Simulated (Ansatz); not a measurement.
`C[S][SbH2]` + `CNC` → `C[N](C)[SbH2]` + CH₃SH at 500 K and 1 bar (ligand exchange at the Sb–S bond).

Calculated with Ansatz (gas phase, PBE0-D4/def2-TZVP geometries, no zero-point term in ΔE). CBS: MP2 limit from def2 TZ/QZ plus the TZ coupled-cluster correction, frozen cores. This one scheme is used for every species. Elements past krypton have def2 core potentials. For Sb outer-core shells are correlated without core-valence functions, which leaves a few kJ/mol of doubt a bond.

```csv
species,CCSD(T)/CBS energy (Eh),H − E (kJ/mol),S (J/(mol·K))
`C[S][SbH2]`,-678.84952,174.9,388.4
`CNC`,-135.00321,273.8,313.8
`C[N](C)[SbH2]`,-375.59739,294.5,406.0
CH₃SH,-438.22835,145.1,283.7
```

H − E and S are ideal-gas, rigid-rotor, harmonic terms from PBE0-D4/def2-TZVP. 1 Eh = 2625.50 kJ/mol, R = 8.31446 J/(mol·K).

Task: By hand: ΔE, ΔH, ΔS and ΔG.

Result: ΔE = (-375.59739) + (-438.22835) − (-678.84952) − (-135.00321) = 0.02699 Eh = 70.9 kJ/mol. Δ(H − E) = 294.5 + 145.1 − 174.9 − 273.8 = -9.1, so ΔH = 61.8 kJ/mol. ΔS = 406.0 + 283.7 − 388.4 − 313.8 = -12.5 J/(mol·K). ΔG = 61.8 − 500 × (-12.5)/1000 = 68.0 kJ/mol.

Task: By hand: the equilibrium constant, and the temperature at which ΔG would vanish if ΔH and ΔS stayed fixed.

Result: log₁₀ K = −ΔG/(RT ln 10) = -7.1. ΔH and −TΔS have one sign here, so there is no such temperature.

The number of gas molecules stays the same, so ΔS is small and ΔH decides. A doubt of 5 kJ/mol in ΔE shifts log₁₀ K by 0.5 here. Modes under 60 cm⁻¹, often nearly free rotors, make the harmonic entropy too high. These are equilibria of isolated gas molecules and say nothing of rates. Largest T1 diagnostic: 0.013 (customary marks: 0.02 for closed shells, 0.045 for open ones).
